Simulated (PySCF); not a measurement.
BrH₂NTe, SMILES N[Te]Br.

Geometry: B3LYP-D3(BJ)/def2-SVP. The def2 effective core potentials stand for the cores of Te; spin–orbit coupling is left out. One conformer was computed; it need not be the lowest.

Level of theory: ωB97X/def2-TZVPD (PySCF).

The molecule is in vacuum.

The total energy is -2898.23949 hartree and the point group comes out as Cs. The highest occupied level is -8.65 eV. The lowest empty level is -0.57 eV and the orbital gap comes out as 8.09 eV. The dipole moment is 1.99 D and the quadrupole, principal values (traceless, Buckingham form, about the centre of nuclear charge) is -4.93, -2.27, 7.19 D·Å. The mean static polarisability is 76.2 bohr³ (11.29 Å³) and the polarisability, principal values is 60.4, 68.1, 100.0 bohr³.
